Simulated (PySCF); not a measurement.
From one molecule to another.

First species: C6H8F3PS.
Cartesian coordinates in Å at the GFN2-xTB level; atoms count from 1:
```
atom  x, y, z in Å
C1     2.1769   -0.3709   -1.5258
C2     1.0529    0.1382   -1.0561
C3     0.7329    0.2272    0.3964
C4    -0.6000   -0.4485    0.8180
C5    -1.0059   -1.6632    0.0036
F6    -0.0321   -2.5829   -0.0463
F7    -1.3400   -1.3790   -1.2598
F8    -2.0763   -2.2701    0.5462
C9    -1.5304    0.7684    0.6754
P10   -0.0553    1.9025    0.7786
S11    0.1552    3.5003   -0.2679
H12    2.3832   -0.4040   -2.5808
H13    2.9317   -0.7801   -0.8740
H14    0.3084    0.5447   -1.7292
H15    1.5902   -0.0788    0.9980
H16   -0.5421   -0.7831    1.8572
H17   -1.9703    0.8301   -0.3230
H18   -2.3207    0.8554    1.4183
H19    0.1322    2.0030    2.1636
```

Second species: C6H7F3Si.
SMILES: `FC(F)=C(F)/C=C\[C@@H]1C[SiH2]1`

Levels: PBE0/pcSseg-1 for dipole moment, HOMO energy, LUMO energy and HOMO–LUMO gap; GFN2-xTB for rotational constant A and rotational constant C. Geometries: GFN2-xTB. All species are isolated and taken at one optimised geometry, non-relativistic unless stated. Electronic properties by PySCF.

Dipoles, sizes and rotational constants follow the conformer. The torsions of the flexible species, by atom-mapped SMILES:
- `[CH2:1]=[CH:2][C@@H:3]1[C@H:4]([C:5]([F:6])([F:7])[F:8])[CH2:9][P@@H:10]1=[S:11]`: C1–C2–C3–C4 -124°, C3–C4–C5–F6 54°
- `[F:1][C:2]([F:3])=[C:4]([F:5])/[CH:6]=[CH:7]\[C@@H:8]1[CH2:9][SiH2:10]1`: C2–C4–C6–C7 176°, C6–C7–C8–C9 -169°

| property | column X | column Y |
| --- | --- | --- |
| dipole moment | 2.62 D | 3.00 D |
| HOMO energy | -5.90 eV | -7.03 eV |
| LUMO energy | -1.02 eV | -0.43 eV |
| HOMO–LUMO gap | 4.88 eV | 6.60 eV |
| rotational constant A | 2.969 GHz | 1.442 GHz |
| rotational constant C | 0.427 GHz | 0.454 GHz |

Q: Which column belongs to which species?

A: Column X is the second species and column Y the first. The first has 19 atoms and 102 electrons, the second 17 and 84.

Q: How does each property change from the first species to the second?

A: dipole moment -0.38 D; HOMO energy +1.13 eV; LUMO energy -0.59 eV; HOMO–LUMO gap -1.72 eV; rotational constant A +1.527 GHz; rotational constant C -0.027 GHz.

On the first: The dipole equals about 10.0 × 10⁻³⁰ C·m (1 D = 3.33564 × 10⁻³⁰ C·m).

On the second: The dipole matches unit charges of opposite sign 0.55 Å apart (1 e·Å = 4.8032 D). A dipole of 2.62 D is allowed in C1, and pure rotational transitions are dipole-allowed.
